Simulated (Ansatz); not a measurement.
SiH$_{2}$Cl$_{3}$F, closed shell: at a first-order saddle point.

in.yaml

```yaml
crystal:
  periodic: [false, false, false]
  atoms:
    - {symbol: Si, position_ang: [-0.351710, 0.160166, -0.345424]}
    - {symbol: Cl, position_ang: [1.753548, -0.809988, 0.290113]}
    - {symbol: Cl, position_ang: [-0.054267, -0.544698, -2.256150]}
    - {symbol: Cl, position_ang: [0.191871, 2.108473, -0.211486]}
    - {symbol: H, position_ang: [-1.814767, 0.034417, -0.297986]}
    - {symbol: H, position_ang: [0.681787, -0.646652, 1.377719]}
    - {symbol: F, position_ang: [-0.406463, -0.301718, 1.443114]}
basis:
  gaussian: {orbitals: def2-SVP}
hamiltonian: {xc: pbe0, dispersion: d4}
```

Run by:

```bash
ansatz run in.yaml --threads 4 --pin off --events-out ev --progress --plain --max-ram 9574MiB
```

The run's output (Ansatz 0.2.0):

```
Functional definition: PBE0
  name "PBE0"
  cite "Adamo & Barone, J. Chem. Phys. 110, 6158 (1999) doi:10.1063/1.478522"
  cite "Perdew, Burke & Ernzerhof, Phys. Rev. Lett. 77, 3865 (1996) doi:10.1103/PhysRevLett.77.3865"
  parent pbe
  parameter a = 0.25
  parameter kappa = 0.804
  parameter beta = 0.06672455060314922
  exchange = (1 - a)*pbe_x(kappa = kappa, mu = beta*pi^2/3) + a*exact_x
  correlation = pbe_c(beta = beta)
877 factors; integrals over basis functions are off by at most 1.2e-3 eV
mean field evaluation 1: about -48161.9606 eV, gradient 2.6e1 eV
mean field evaluation 2: about -48161.1400 eV, gradient 3.5e1 eV
mean field evaluation 4: about -48163.2122 eV, gradient 1.1e0 eV
mean field evaluation 8: about -48163.2760 eV, gradient 7.4e-2 eV
mean field evaluation 16: about -48163.2761 eV, gradient 4.1e-5 eV
mean field -48163.27607002 eV, -1769.9677493322 hartree, gradient 4.1e-5 eV, S^2 0.000000; 0 other end points of the search recorded, 0 dependent functions left out
reference -48163.27609073 eV, -1769.9677500931 hartree; 38, 38 occupied and 58, 58 virtual orbitals, 877 factors
Total energy: -48163.48314970 eV, -1769.9753593701 hartree
```

The lines “mean field evaluation” count trial sets of orbitals through the whole run, from several starts and some on an approximate energy, so they need not fall steadily or lie above the final value.

The run took about 1.1 s on 4 CPU threads of an Intel Xeon Platinum 8259CL (shared host).
